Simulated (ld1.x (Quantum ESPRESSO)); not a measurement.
## Before and after: ultrasoft potential for Si (Z = 14)

silicon, ultrasoft, made with ld1.x (Quantum ESPRESSO) 7.5 (PBE, scalar-relativistic). Core [Ne], reference 3s1.75 3p2.25. Waves: 3s (bound): rcut 1.30, rcutus 1.65 bohr; 3s channel at 2 Ry: rcut 1.30, rcutus 1.65 bohr; 3p (bound): rcut 1.35, rcutus 1.50 bohr; 3p channel at 0.6 Ry: rcut 1.35, rcutus 1.50 bohr. Local part: all-electron potential smoothed inside 1.25 bohr (lloc = -1). Core correction: none. Augmentation charge: built from norm-conserving waves at rcut, not smoothed further.

Change: functional PBEsol.

Cutoffs: the cutoffs (Ry, on a coarse ladder) from which the occupation-weighted sum of valence levels, in a spherical-Bessel basis at the reference potential, stays within 10 and 1 mRy of its value at 400 Ry; they do not see the model core or the augmentation charge, which bear on the density cutoff. Errors are all-electron minus pseudo energies relative to the spin-unpolarised reference configuration.

Predict the effect on cutoff, ghosts and configuration errors.

The potential gets softer (12 Ry and 35 Ry → 12 Ry and 21 Ry); both files keep a bound ghost (p); of the 7 tests that both files solve, the error grows in 0 and shrinks in 4 by more than 15 % and 0.3 meV (median size 2.7 → 1.0 meV).

| quantity | base | changed |
| --- | --- | --- |
| cutoff, loose | 12 Ry | 12 Ry |
| cutoff, tight | 35 Ry | 21 Ry |
| bound ghosts | p | p |
| error for 3s2 3p2, meV [ΔE -1.69 → -1.68 eV] | +0.4 | +0.2 |
| error for 3s2 3p1, meV [ΔE 6.05 → 6.03 eV] | -1.3 | -1.0 |
| error for 3s2 3p0, meV [ΔE 22.04 → 21.99 eV] | -5.7 | -1.0 |
| error for 3s2 3p1.5, meV [ΔE 1.23 → 1.23 eV] | +0.1 | -0.2 |
| error for 3s1 3p3, meV [ΔE 5.13 → 5.11 eV] | +3.7 | +1.6 |
| error for 3s1 3p2, meV [ΔE 13.48 → 13.44 eV] | +2.7 | +2.6 |
| error for 3s0 3p4, meV [ΔE 12.09 → 12.05 eV] | +23 | +13 |
| s: phases at 1.81 bohr within 0.05 rad from the reference energy up to (Ry; the scan ends near 5) | to the end of the scan | to the end of the scan |
| p: phases at 1.81 bohr within 0.05 rad from the reference energy up to (Ry; the scan ends near 5) | to the end of the scan | to the end of the scan |
| lowest overlap eigenvalue by channel | s 0.28, p 0.40 | s 0.30, p 0.40 |

 A true bound ghost makes a file unfit for plane-wave use even where its test errors are small: the radial tests pick states by their node count and pass the ghost by.
